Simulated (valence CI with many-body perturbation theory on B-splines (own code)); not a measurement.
The numbers below are computed, except where a source is named.
# Ho⁴⁴⁺: what the settings do

Level of theory: valence CI with perturbative core correlation (CI+MBPT): five valence electrons over a frozen Dirac-Fock core [Ar], a basis of 6 s, 6 p, 5 d, 5 f, 1 g functions for each j, with the one-electron correlation potential Σ1 (screened to all orders), the two-electron term Σ2, the three-electron term Σ3, Breit, model QED; selected single and double excitations, second order for the rest, scaled by the run's own slope (own B-spline code, finite nucleus).

The last digits are not significant, and no measured levels were compared; by estimate large intervals hold to a few tenths of a per cent, small ones and those within an open d or f shell to about a per cent. Among the levels kept, up to 390 cm⁻¹ of a level comes from second order outside the variational space, and about a tenth of that is noise between levels of different J, which matters for small intervals. Only levels of the ground parity were solved; by the run's estimate the other parity begins above the list, which can be wrong where configurations are misplaced.

The reference run has the lowest level (3d3/2^4 3d5/2) J=5/2 and an ionisation energy of 3591.75 eV. Its largest variational space holds 10000 state functions.

Levels are named by their leading jj configuration (3d3/2^4 stands for four electrons in 3d with j = 3/2), which in mixed levels can hold well under half, so a name can repeat and another be missing. Letters in brackets count levels of one name in rising energy.

Changed runs:
A. correlating orbitals by l 3 3 3 3 1 → 4 4 0 0 0
B. scale of Σ2 1 → 0.8; highest l with Σ1, explicit Σ2 and valence Breit (higher l get mean screening factors) 3 → 2
C. correlating orbitals by l 3 3 3 3 1 → 4 4 3 0 0; logarithmic knot step 0.27 → 0.2
D. cutoff of virtual states (hartree) 8978 → 400.17 (bad on purpose)

Excitation energies of the reference run in cm⁻¹, and shifts in cm⁻¹:

```
                      Level  Reference      A      B      C      D
(3d3/2^3 3d5/2^2) J=5/2 [a]     267183  -1325  -1137   -926   -118
(3d3/2^3 3d5/2^2) J=7/2 [a]     353505    -52   -487    +75   -120
(3d3/2^3 3d5/2^2) J=3/2 [a]     364280   +268   -193   +318   -155
   (3d3/2^3 3d5/2^2) J=11/2     364594   -322  -1036   -213    -87
    (3d3/2^3 3d5/2^2) J=9/2     399928   +361   -432   +396    -76
(3d3/2^3 3d5/2^2) J=5/2 [b]     422084   +814   +132   +824    -35
    (3d3/2^3 3d5/2^2) J=1/2     440104   +944   +227   +901   -149
(3d3/2^3 3d5/2^2) J=7/2 [b]     458047  +1369   +386  +1190    -61
(3d3/2^3 3d5/2^2) J=3/2 [b]     561950  +2777   +829  +2244   -142
(3d3/2^2 3d5/2^3) J=5/2 [a]     616012   -991  -1215   -582   -336
(3d3/2^2 3d5/2^3) J=7/2 [a]     672975   -702  -1027   -315   -304
   (3d3/2^2 3d5/2^3) J=11/2     678538  -1079  -1745   -708   -270
     Ionisation energy (eV)    3591.75  -0.48  -2.20  -0.40  -0.26
```
